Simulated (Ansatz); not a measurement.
Two structures of GeH$_{4}$S$_{2}$, singlet, reached by relaxing down either side of one saddle point (PBE0-D4/def2-TZVP). Energies are electronic, without zero-point energy. Ansatz 0.2.0; basis: def2-TZVPP and def2-QZVPP; cores frozen in the correlated methods. Filled d shells of the heavier atoms are correlated. The def2 sets are not built for correlating such inner shells, so the correlated values are less sure here. Extrapolation: Hartree–Fock as exp(−7.88 √X), correlation as X^−2.97. First:

```
7
angstrom
Ge -0.5199 -0.0835 0.3898
S 1.5211 -0.8113 0.8686
S -0.5875 0.9598 -1.5678
H 0.3540 1.8569 -1.2307
H -0.8746 0.8533 1.5519
H -1.5216 -1.2367 0.2440
H 1.6284 -1.5384 -0.2559
```

Second:

```xyz
7
angstrom
Ge -1.0794 0.1479 0.2192
S 1.5261 -0.5172 0.3401
S -1.2660 1.0526 -1.6068
H 1.8270 0.7160 -0.1039
H -0.9581 0.9100 1.5576
H -1.4779 -1.3166 0.5077
H 1.4281 -0.9927 -0.9140
```

Task: Which bonds change from the first to the second?

Result: GeH₄S₂ ([SH][GeH2][SH]) → GeH₂S ([S][GeH2]) + H₂S (still joined by a long Ge–S bond); bonds formed: S2–H4; bonds broken: S3–H4; bonds weakened to dative contacts: Ge1–S2.

Task: Give the saddle point's structure and its height above each. (An estimate is asked for; the value comes from the calculation.)

Result: The calculation gives: 1.655 eV above the first and 0.276 eV above the second (CCSD(T) at an estimated basis limit (MP2 extrapolated from triple and quadruple zeta, plus CCSD(T) − MP2 in triple zeta)).
```csv
atom,x (Å),y (Å),z (Å)
Ge1,-0.8926,0.1121,0.3033
S2,1.5551,-0.2040,0.3407
S3,-0.7157,1.2731,-1.4418
H4,1.0630,0.6876,-0.7196
H5,-1.0900,0.7351,1.6994
H6,-1.4087,-1.3419,0.3034
H7,1.4890,-1.2619,-0.4855
```

T1 diagnostic: at most 0.015.

Labels in which every atom is bracketed show which atoms are joined, not bond orders.

For scale, one of the runs: CCSD(T)/def2-TZVPP, 188 basis functions, launched by `ansatz run in.yaml --threads 4 --pin off --events-out ev --progress --plain --max-ram 9574MiB`. Time: 42 s of wall clock on 4 CPU threads of an Arm Neoverse V1; the host was shared. Peak host memory: 1.8 GiB.
